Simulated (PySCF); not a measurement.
Basis and Hamiltonian dependence of the excitation energy of Sn²⁺

Sn²⁺ [Kr] 4d10 5s2 (1S) → Sn²⁺ [Kr] 4d9 5s2 6s1, s spin flipped. All values are computed (PySCF 2.14, energy differences of UHF-based or UKS calculations, no spin-orbit coupling). Values in eV.

| basis | Hamiltonian | functions | UHF | PBE | PBE0 |
| --- | --- | --- | --- | --- | --- |
| def2-TZVPPD with the def2 core potential (28 electrons) | ECP | 56 | 37.418 | n/a | 37.875 |
| x2c-TZVPPall with one added diffuse shell each of s, p, d, f type | spin-free X2C | 76 | 37.357 | n/a | 38.074 |
| aug-cc-pVQZ-PP with ECP28MDF | ECP | 92 | 37.376 | 37.507 | 37.748 |
| aug-cc-pwCVTZ-DK3 | spin-free X2C | 109 | 37.169 | 37.662 | 37.834 |
| dyall-av2z | non-relativistic | 130 | 39.176 | 39.508 | 39.714 |

In the upper determinant the s electron has its spin opposite to the other open shell, which mixes two multiplicities. Non-relativistic rows lack the scalar-relativistic shift. The upper state lies above the first ionisation limit, where it may autoionise and the basis confines it. A Rydberg-like electron needs more diffuse functions than a valence basis has.
